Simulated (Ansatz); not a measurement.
Steps of a relaxation of Cl₂H₂O₃W, SMILES `[O]=[W]([OH])([OH])([Cl])[Cl]` with RKS PBE0-D4/def2-TZVP.

```sh
$ ansatz run in.yaml --threads 2 --pin off --events-out ev --progress --plain --max-ram 22528MiB --backend cuda --devices 0, --max-vram 18GiB
```

```yaml
crystal:
  periodic: [false, false, false]
  atoms:
    - {symbol: O, position_ang: [-1.393340, 1.253780, -0.057280]}
    - {symbol: W, position_ang: [-0.147100, 0.134610, -0.005700]}
    - {symbol: O, position_ang: [-0.399630, -0.846680, 1.506690]}
    - {symbol: O, position_ang: [0.867880, 0.432090, -1.487500]}
    - {symbol: Cl, position_ang: [1.505310, 1.268640, 1.180000]}
    - {symbol: Cl, position_ang: [-1.052540, -1.678420, -1.153900]}
    - {symbol: H, position_ang: [-0.664500, -1.275520, 2.332100]}
    - {symbol: H, position_ang: [1.283930, 0.711510, -2.314390]}
basis:
  gaussian: {orbitals: def2-TZVP}
hamiltonian: {xc: pbe0, dispersion: d4}
relax: {f_tol: 0.005, max_steps: 150}
```

Positions (Å) and forces (eV/Å) along the path, 18 of 32 steps:

```xyz
8
step=1 energy=-33039.6326 eV
O    -1.393    1.254   -0.057   -0.127    0.114    0.002
W    -0.147    0.135   -0.006    0.001   -0.005    0.005
O    -0.400   -0.847    1.507   -0.451   -0.616    1.282
O     0.868    0.432   -1.488    0.605    0.441   -1.258
Cl    1.505    1.269    1.180    0.126    0.089    0.086
Cl   -1.053   -1.678   -1.154   -0.054   -0.126   -0.102
H    -0.664   -1.276    2.332    0.216    0.325   -0.645
H     1.284    0.712   -2.314   -0.314   -0.221    0.630
8
step=2 energy=-33039.6642 eV
O    -1.380    1.245   -0.052    0.106   -0.101    0.006
W    -0.132    0.124   -0.002    0.014   -0.012   -0.017
O    -0.418   -0.849    1.531   -0.128   -0.010    0.150
O     0.867    0.444   -1.511    0.040    0.152   -0.138
Cl    1.529    1.267    1.189   -0.069   -0.099   -0.081
Cl   -1.035   -1.696   -1.169    0.063    0.059    0.087
H    -0.694   -1.265    2.347    0.051    0.066   -0.150
H     1.264    0.729   -2.333   -0.076   -0.056    0.143
8
step=3 energy=-33039.6718 eV
O    -1.374    1.235   -0.054    0.030   -0.037   -0.007
W    -0.127    0.114   -0.005    0.087   -0.034    0.032
O    -0.434   -0.842    1.538   -0.023    0.133   -0.116
O     0.866    0.468   -1.515   -0.170   -0.039    0.079
Cl    1.550    1.234    1.175   -0.035   -0.076   -0.006
Cl   -1.013   -1.721   -1.152    0.096    0.075    0.021
H    -0.718   -1.247    2.350   -0.016   -0.040    0.065
H     1.250    0.759   -2.336    0.030    0.018   -0.069
8
step=6 energy=-33039.6947 eV
O    -1.376    1.230   -0.065    0.118   -0.033    0.029
W    -0.117    0.120    0.002   -0.037    0.037    0.091
O    -0.517   -0.773    1.564    0.070    0.351   -0.482
O     0.812    0.541   -1.530   -0.131   -0.004    0.155
Cl    1.638    1.104    1.171   -0.025    0.001   -0.001
Cl   -0.868   -1.768   -1.122    0.014   -0.063   -0.024
H    -0.764   -1.236    2.348   -0.082   -0.284    0.372
H     1.191    0.780   -2.367    0.073   -0.005   -0.141
8
step=9 energy=-33039.7239 eV
O    -1.366    1.274   -0.046   -0.002   -0.009   -0.001
W    -0.116    0.154    0.016    0.055   -0.015    0.028
O    -0.564   -0.732    1.567   -0.057    0.194   -0.021
O     0.780    0.590   -1.532   -0.066    0.108    0.087
Cl    1.654    1.091    1.183   -0.004    0.004    0.000
Cl   -0.794   -1.774   -1.099   -0.018   -0.026   -0.026
H    -0.761   -1.299    2.305    0.046   -0.151   -0.001
H     1.167    0.697   -2.394    0.046   -0.104   -0.065
8
step=10 energy=-33039.7358 eV
O    -1.370    1.284   -0.042    0.008   -0.020    0.000
W    -0.121    0.163    0.018    0.060    0.014    0.035
O    -0.575   -0.720    1.570   -0.051    0.296   -0.123
O     0.769    0.604   -1.532   -0.159    0.114    0.240
Cl    1.655    1.091    1.183   -0.005    0.004   -0.002
Cl   -0.787   -1.770   -1.094   -0.019   -0.032   -0.030
H    -0.745   -1.319    2.285    0.034   -0.260    0.099
H     1.174    0.666   -2.387    0.132   -0.116   -0.217
8
step=11 energy=-33039.7580 eV
O    -1.379    1.316   -0.021   -0.012   -0.010   -0.025
W    -0.132    0.191    0.024    0.012   -0.076    0.028
O    -0.605   -0.701    1.568   -0.182   -0.286    0.637
O     0.728    0.639   -1.543    0.402    0.198   -0.793
Cl    1.653    1.089    1.180    0.058    0.032    0.026
Cl   -0.756   -1.759   -1.082   -0.051   -0.083   -0.071
H    -0.716   -1.366    2.260    0.186    0.364   -0.633
H     1.207    0.591   -2.386   -0.411   -0.139    0.831
8
step=13 energy=-33039.8085 eV
O    -1.390    1.327   -0.027    0.033   -0.036   -0.005
W    -0.144    0.201    0.025   -0.034    0.028    0.015
O    -0.635   -0.672    1.579   -0.146    0.119    0.133
O     0.713    0.661   -1.544    0.155    0.144   -0.406
Cl    1.650    1.080    1.181    0.047    0.029    0.016
Cl   -0.752   -1.761   -1.073   -0.014   -0.032   -0.031
H    -0.660   -1.384    2.212    0.130   -0.108   -0.143
H     1.219    0.548   -2.354   -0.170   -0.145    0.420
8
step=14 energy=-33039.8257 eV
O    -1.399    1.329   -0.031    0.046   -0.047    0.000
W    -0.152    0.204    0.024   -0.044    0.062    0.000
O    -0.651   -0.662    1.582   -0.153    0.332   -0.077
O     0.704    0.668   -1.548    0.048    0.148   -0.233
Cl    1.645    1.079    1.180    0.043    0.026    0.012
Cl   -0.745   -1.764   -1.068   -0.011   -0.029   -0.021
H    -0.634   -1.386    2.195    0.141   -0.329    0.052
H     1.231    0.532   -2.336   -0.071   -0.162    0.268
8
step=20 energy=-33039.9467 eV
O    -1.499    1.345   -0.077    0.012    0.192    0.085
W    -0.187    0.310    0.049   -0.188   -0.189   -0.123
O    -0.707   -0.602    1.594    0.172   -0.630    0.341
O     0.645    0.736   -1.570    0.605   -0.569   -0.628
Cl    1.570    1.252    1.177    0.003    0.095    0.091
Cl   -0.580   -1.766   -0.978    0.076    0.053   -0.011
H    -0.493   -1.486    1.936   -0.122    0.586   -0.283
H     1.250    0.211   -2.130   -0.559    0.462    0.529
8
step=23 energy=-33039.9806 eV
O    -1.519    1.332   -0.111    0.044    0.003    0.020
W    -0.184    0.329    0.055   -0.050    0.026   -0.007
O    -0.667   -0.606    1.597   -0.017    0.042    0.033
O     0.690    0.682   -1.558    0.037   -0.016   -0.052
Cl    1.441    1.457    1.212   -0.038   -0.005   -0.013
Cl   -0.513   -1.787   -0.947    0.040    0.052    0.026
H    -0.477   -1.509    1.852    0.005   -0.088   -0.002
H     1.228    0.102   -2.100   -0.020   -0.015   -0.006
8
step=25 energy=-33039.9835 eV
O    -1.511    1.345   -0.102    0.012   -0.016   -0.002
W    -0.180    0.336    0.059   -0.002    0.044    0.013
O    -0.664   -0.607    1.599    0.003   -0.055    0.030
O     0.692    0.680   -1.558    0.062   -0.045   -0.063
Cl    1.434    1.472    1.216   -0.007    0.003   -0.001
Cl   -0.492   -1.784   -0.941    0.011    0.012    0.018
H    -0.488   -1.522    1.830   -0.018    0.024   -0.029
H     1.209    0.081   -2.103   -0.061    0.033    0.035
8
step=27 energy=-33039.9880 eV
O    -1.471    1.377   -0.062   -0.037    0.021   -0.007
W    -0.148    0.357    0.084    0.050   -0.099   -0.017
O    -0.635   -0.620    1.601    0.001    0.013   -0.005
O     0.712    0.677   -1.545   -0.001    0.003    0.006
Cl    1.462    1.487    1.239    0.000    0.004    0.001
Cl   -0.497   -1.761   -0.939    0.010    0.052    0.027
H    -0.547   -1.562    1.760   -0.002    0.008   -0.023
H     1.124    0.045   -2.139   -0.021   -0.003    0.019
8
step=28 energy=-33039.9879 eV rejected
O    -1.468    1.370   -0.067   -0.026    0.007   -0.009
W    -0.133    0.366    0.094    0.019    0.044    0.015
O    -0.623   -0.622    1.603    0.013   -0.114    0.044
O     0.727    0.667   -1.538    0.069   -0.048   -0.082
Cl    1.445    1.535    1.251    0.004   -0.014   -0.004
Cl   -0.463   -1.753   -0.920   -0.023   -0.095   -0.040
H    -0.572   -1.576    1.723   -0.004    0.133   -0.020
H     1.087    0.014   -2.146   -0.053    0.087    0.095
8
step=29 energy=-33039.9888 eV
O    -1.475    1.373   -0.067    0.007   -0.003    0.002
W    -0.144    0.362    0.087    0.007   -0.010   -0.002
O    -0.626   -0.620    1.603   -0.003    0.005    0.001
O     0.721    0.673   -1.540   -0.002    0.006    0.000
Cl    1.451    1.511    1.244   -0.003    0.003    0.000
Cl   -0.491   -1.756   -0.933    0.004    0.006    0.005
H    -0.548   -1.567    1.740   -0.004   -0.004   -0.002
H     1.112    0.026   -2.132   -0.004   -0.003   -0.003
8
step=30 energy=-33039.9889 eV
O    -1.470    1.373   -0.065    0.003   -0.003    0.000
W    -0.139    0.363    0.090    0.002    0.007    0.004
O    -0.625   -0.621    1.603    0.000   -0.002   -0.004
O     0.722    0.673   -1.540   -0.002   -0.004    0.000
Cl    1.454    1.513    1.246   -0.001    0.000    0.000
Cl   -0.480   -1.757   -0.929    0.000   -0.001   -0.001
H    -0.561   -1.570    1.733    0.000    0.002    0.000
H     1.099    0.024   -2.139   -0.001    0.002    0.002
8
step=31 energy=-33039.9889 eV
O    -1.469    1.373   -0.064   -0.003    0.005    0.000
W    -0.138    0.364    0.091   -0.005   -0.007   -0.005
O    -0.625   -0.621    1.603    0.002    0.001    0.005
O     0.722    0.673   -1.540    0.004    0.004   -0.001
Cl    1.454    1.515    1.247    0.001    0.001    0.001
Cl   -0.479   -1.757   -0.929    0.001    0.002    0.001
H    -0.562   -1.570    1.731   -0.001   -0.003    0.000
H     1.097    0.023   -2.139    0.000   -0.002   -0.002
8
step=32 energy=-33039.9889 eV
O    -1.469    1.373   -0.064    0.000    0.000    0.000
W    -0.138    0.364    0.091    0.000    0.000    0.000
O    -0.624   -0.621    1.603    0.000    0.001    0.000
O     0.723    0.673   -1.540    0.000    0.000    0.000
Cl    1.453    1.515    1.247    0.000    0.000    0.000
Cl   -0.479   -1.757   -0.929    0.000    0.000    0.000
H    -0.562   -1.570    1.731    0.000    0.000    0.000
H     1.097    0.023   -2.139    0.000    0.000    0.000
```

Hardware: 2 threads of an AMD EPYC 7R13 on a shared host and a share of an NVIDIA H100 80 GB. Wall time 63 s, peak host memory 0.93 GiB.
